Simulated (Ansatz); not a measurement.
Start from `[NH2][Al]([SH])[Cl]` and change one element to get `[NH2][Ga]([SH])[Cl]`.

Ansatz, PBE0-D4/def2-TZVP geometries, multiplicity 1. Each molecule was computed in one conformer, which needn't be the lowest.

Scalar relativity is left out up to krypton.

```tsv
property	`[NH2][Al]([SH])[Cl]`
zero-point energy (PBE0-D4/def2-TZVP) / kJ/mol	97.0
LUMO energy (PBE/def2-TZVPP) / eV	-1.24
HOMO energy (PBE0/def2-TZVPP) / eV	-7.63
HOMO energy (ωB97M-V/def2-TZVPP) / eV	-9.87
HOMO–LUMO gap (B3LYP/def2-TZVPP) / eV	6.66
LUMO energy (PBE0/def2-TZVPP) / eV	-0.42
```

Task: Give the same properties after the change, and the shifts. (Estimate.)

Result: Computed: 
| property | `[NH2][Ga]([SH])[Cl]` | shift |
| --- | --- | --- |
| zero-point energy (PBE0-D4/def2-TZVP) / kJ/mol | 94.5 | -2.5 |
| LUMO energy (PBE/def2-TZVPP) / eV | -1.62 | -0.38 |
| HOMO energy (PBE0/def2-TZVPP) / eV | -7.60 | 0.03 |
| HOMO energy (ωB97M-V/def2-TZVPP) / eV | -9.85 | 0.02 |
| HOMO–LUMO gap (B3LYP/def2-TZVPP) / eV | 6.33 | -0.33 |
| LUMO energy (PBE0/def2-TZVPP) / eV | -0.69 | -0.27 |

B3LYP here is the variant with VWN-RPA as its local correlation; programs differ in this.
